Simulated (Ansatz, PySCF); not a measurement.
Reaction (SMILES): [NH][SiH](N)N → N[Si](N)N
Structures are relaxed separately at B3LYP-D3(BJ)/def2-TZVP in Ansatz (a quantum-chemistry and plane-wave program), one conformer each, not searched for the lowest.

Wanted: isomerisation energy (enthalpy at 298 K, with B3LYP-D3(BJ) rigid-rotor harmonic-oscillator terms from PySCF), in kcal/mol. Valence correlation only, unless marked. UHF or UKS for open shells. No spin-orbit coupling. No relativistic terms. CBS(X,Y): correlation extrapolated as X^-3; Hartree-Fock from the larger set.

| level | program | isomerisation energy (kcal/mol) | minus last row |
|---|---|---|---|
| HF/aug-cc-pV(T+d)Z | Ansatz | -4.0 | 12.8 |
| HF/cc-pV(Q+d)Z | Ansatz | -3.6 | 13.2 |
| PBE/def2-TZVPD | Ansatz | -21.2 | -4.4 |
| revPBE-D3(BJ)/def2-TZVPD | Ansatz + dftd3 | -19.9 | -3.1 |
| revPBE-D4/def2-TZVPD | Ansatz + dftd4 | -20.1 | -3.3 |
| PBE0/STO-3G | Ansatz | -7.0 | 9.8 |
| PBE0/def2-TZVP | Ansatz | -17.6 | -0.8 |
| HSE06/def2-TZVPD | Ansatz | -18.3 | -1.5 |
| wB97X-V/def2-TZVPD | Ansatz | -15.1 | 1.7 |
| RPA@PBE/cc-pV(T+d)Z | Ansatz | -13.8 | 3.0 |
| MP2/CBS(cc-pV(T+d)Z,cc-pV(Q+d)Z) | Ansatz | -21.2 | -4.4 |
| RI-MP2/aug-cc-pV(Q+d)Z | Ansatz | -21.5 | -4.7 |
| SCS-MP2/cc-pV(T+d)Z | Ansatz | -16.2 | 0.6 |
| CCSD/aug-cc-pV(T+d)Z | Ansatz | -14.8 | 2.0 |
| CCSD(T)/CBS(aug-cc-pV(T+d)Z,aug-cc-pV(Q+d)Z) | Ansatz | -16.8 | 0.0 |
